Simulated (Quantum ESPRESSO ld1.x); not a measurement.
The numbers below are computed, except where a source is named.
K I, configuration [Ar] 4s0.5 4p0.5 (fractional occupations, a model configuration). Level of theory: non-relativistic Kohn-Sham, LDA (Slater exchange, Perdew-Zunger correlation), spin-polarised, spherical densities, point nucleus; open shells are filled with parallel spins first (ld1.x of Quantum ESPRESSO 7.5).

Unscreened Slater integrals over Kohn-Sham orbitals (eV). They are taken over the spin-up orbitals.

integral,value
"F0(4p,4p)",3.7014
"F2(4p,4p)",1.9365
"F0(4p,4s)",4.2098
"G1(4p,4s)",2.5202
"F0(4p,3p)",4.8763
"F2(4p,3p)",0.63204
"G0(4p,3p)",0.15196
"G2(4p,3p)",0.16691
"F0(4p,3s)",4.9022
"G1(4p,3s)",0.19106
"F0(4s,4s)",5.0928
"F0(4s,3p)",6.6201
"G1(4s,3p)",0.37707
"F0(4s,3s)",6.6730
"G0(4s,3s)",0.24036
"F0(3p,3p)",17.163
"F2(3p,3p)",8.5167
"F0(3p,3s)",18.116
"G1(3p,3s)",11.928
"F0(3s,3s)",19.229

Derived for the open shells (J is the average intra-shell exchange parameter used in DFT+U). 4p: J = F2/5 = 0.3873 eV.
